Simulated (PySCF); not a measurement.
Species: C₃H₅FN₂Si.
Z-matrix (Å and degrees, GFN2-xTB geometry), rows numbered from 1:
```
F 
C   1  1.3397
C   2  1.4047  1  126.91
N   3  1.3129  2  109.42  1  -179.81
N   4  1.3401  3  107.42  2     0.04
Si  5  1.7629  4  117.31  3  -177.96
C   5  1.3539  4  110.86  3    -0.10
H   3  1.0708  2  128.91  1    -0.05
H   6  1.4553  5  105.25  4   -45.40
H   6  1.4612  5  107.63  4    75.81
H   6  1.4626  5  103.96  4  -165.40
H   7  1.0695  2  131.52  1    -0.13
```

Computed at PBE0/pcSseg-1 (PySCF, non-relativistic), with Q(14N) = 0.02044 b: N4, 14N (I = 1): χzz = -4.964 MHz, η = 0.571; N5, 14N (I = 1): χzz = 2.723 MHz, η = 0.863.

**Question.** Where would the pure quadrupole (NQR) lines of 14N at N4 fall for the rigid, isolated species?

**Answer.** From ν± = (3/4)|χ|(1 ± η/3) and ν0 = |χ|η/2: ν+ 4.431 MHz, ν− 3.015 MHz, ν0 1.416 MHz (pyridine-type nitrogen).

**Question.** Find the zero-field quadrupole resonance frequencies of 14N at N5.

**Answer.** From ν± = (3/4)|χ|(1 ± η/3) and ν0 = |χ|η/2: ν+ 2.629 MHz, ν− 1.455 MHz, ν0 1.174 MHz (pyrrole-type nitrogen).

In a crystal, neighbours and librations shift these lines. GFN2-xTB bond lengths can be off by several hundredths of an ångström, more for odd bonds, and the gradients follow them. With a basis this small, the couplings can be 20 % off.

The run behind these numbers computed NMR shieldings as well. The run took 38 s of wall time (with the writing of density and orbital grids) on one thread, Arm Neoverse N1 (aarch64), shared host with 64 logical CPUs at a one-minute load of 59, and the process peaked at 0.71 GiB of memory.
